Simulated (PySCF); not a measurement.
A calculated (PBE, PySCF 2.14, def2-SVP, the non-relativistic Hamiltonian (point nucleus)) atom or ion has these occupied shells.

```csv
shell,electrons,orbital energy (eV),"rms radius, mean of both spins (bohr)"
1s α,1,-1819.8,0.129
1s β,1,-1819.6,0.129
2s α,1,-175.85,0.619
2s β,1,-175.55,0.619
2p α,3,-132.82,0.600
2p β,3,-132.52,0.600
3s α,1,-40.211,2.03
```

(1) Name the element and its charge.

Answers

(1) Si³⁺ (silicon, charge +3), in [Ne] 3s1, 2S determinant.
